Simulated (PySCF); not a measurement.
Ionisation energy of Mo²³⁺ by level of theory

Mo²³⁺ [Ar] 3d1 (2D) → Mo²⁴⁺ [Ar] (1S), as a difference of total energies. All numbers are calculated (PySCF 2.14, the non-relativistic Hamiltonian (point nucleus), in an even-tempered Gaussian basis (17 s from 2.5 bohr⁻², ratio 2.5; 11 p from 3.2 bohr⁻², ratio 2.5; 8 d from 3.2 bohr⁻², ratio 2.5; 4 f from 11 bohr⁻², ratio 2.7; 3 g from 17 bohr⁻², ratio 2.7)). Correlated levels: outer shells: [Ne] frozen; virtual orbitals above 40 to 60 times the deepest correlated orbital energy dropped. The calculations carry no spin-orbit coupling.

```json
{"method": "UHF", "ionisation energy (eV)": "1081.2"}
{"method": "LDA", "ionisation energy (eV)": "1082.5"}
{"method": "PBE", "ionisation energy (eV)": "1082.9"}
{"method": "PBE0", "ionisation energy (eV)": "1082.8"}
{"method": "r2SCAN", "ionisation energy (eV)": "1083.3"}
{"method": "BLYP", "ionisation energy (eV)": "1083.2"}
{"method": "B97-3", "ionisation energy (eV)": "1082.8"}
{"method": "MP2 (outer shells)", "ionisation energy (eV)": "1081.2"}
{"method": "SCS-MP2 (outer shells)", "ionisation energy (eV)": "1081.1"}
```

A first-order spin-orbit estimate (lowest level to lowest level, LS coupling) adds 2.706 eV.

All relativistic terms are absent from these numbers, so their closeness to the reference says little about the methods.

For comparison: 1082 ± 4 eV (theoretical estimate listed by NIST; NIST Atomic Spectra Database, ionization energies).
